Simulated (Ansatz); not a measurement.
Geometry optimisation of the cluster Ag₂Sn.

```yaml
crystal:
  periodic: [false, false, false]
  atoms:
    - {symbol: Ag, position_ang: [0.134790, -1.409030, -0.670880]}
    - {symbol: Ag, position_ang: [0.781770, 0.443890, 1.283740]}
    - {symbol: Sn, position_ang: [-0.916570, 0.965140, -0.612870]}
basis:
  gaussian: {orbitals: def2-TZVP}
hamiltonian: {xc: {name: B3LYP}, dispersion: d4}
scf: {lower_state_search: "off"}
output: {orbitals: {seedname: orbitals}}
relax: {f_tol: 0.02, max_steps: 100}
```

```sh
$ ansatz run in.yaml --threads 4 --pin off --events-out ev --progress --plain --max-ram 3916MiB
```

Shortened log:

```
Functional definition: B3LYP
mean field -13837.26299295 eV, -508.5100357573 hartree, gradient 2.8e-6 eV, S^2 0.000000; 0 other end points of the search recorded, 0 dependent functions left out
relax step   1: F+E_penalty+E_count = -13837.49602210 eV  Δ(F+E_penalty+E_count) = +0.000e0 eV  max|allowed force component| = 7.871e-1 eV/Å  Δτ_max = 0.0000 Å  (19 SCF iters, accepted)
mean field -13837.35439608 eV, -508.5133947604 hartree, gradient 2.1e-6 eV, S^2 0.000000; 0 other end points of the search recorded, 0 dependent functions left out
relax step   2: F+E_penalty+E_count = -13837.58529146 eV  Δ(F+E_penalty+E_count) = -8.927e-2 eV  max|allowed force component| = 1.728e-1 eV/Å  Δτ_max = 0.1069 Å  (22 SCF iters, accepted)
mean field -13837.36473963 eV, -508.5137748787 hartree, gradient 2.3e-6 eV, S^2 0.000000; 0 other end points of the search recorded, 0 dependent functions left out
relax step   3: F+E_penalty+E_count = -13837.59533184 eV  Δ(F+E_penalty+E_count) = -1.004e-2 eV  max|allowed force component| = 6.243e-2 eV/Å  Δτ_max = 0.0307 Å  (22 SCF iters, accepted)
mean field -13837.37104013 eV, -508.5140064177 hartree, gradient 1.2e-6 eV, S^2 0.000000; 0 other end points of the search recorded, 0 dependent functions left out
relax step   4: F+E_penalty+E_count = -13837.60063331 eV  Δ(F+E_penalty+E_count) = -5.301e-3 eV  max|allowed force component| = 3.495e-2 eV/Å  Δτ_max = 0.0542 Å  (22 SCF iters, accepted)
mean field -13837.37205917 eV, -508.5140438669 hartree, gradient 1.9e-6 eV, S^2 0.000000; 0 other end points of the search recorded, 0 dependent functions left out
relax step   5: F+E_penalty+E_count = -13837.60122648 eV  Δ(F+E_penalty+E_count) = -5.932e-4 eV  max|allowed force component| = 9.627e-4 eV/Å  Δτ_max = 0.0225 Å  (22 SCF iters, accepted)
Total energy: -13837.60143331 eV, -508.5224732110 hartree
Atom 0 at     0.074828    -1.533848    -0.823860 Å, force    -0.000136    -0.000963    -0.000755 eV/Å
Atom 1 at     0.817089     0.594197     1.419967 Å, force     0.000438     0.000652     0.000961 eV/Å
Atom 2 at    -0.891928     0.939650    -0.596117 Å, force    -0.000302     0.000310    -0.000207 eV/Å
Dipole moment:     0.051091    -0.053825     0.034147 e Å
Checks for a lower state left out: stability, starts, cluster_reference, orbital_swaps, neighbouring_geometries, increment
```

Run time 8 s (4 threads of Arm Neoverse V2 on a shared host).

In the def2 sets Ag, Sn take a core potential; there is no spin–orbit coupling. The relaxation made no stability test and no search for a lower SCF solution. The structure comes from a short search, and lower isomers may exist.
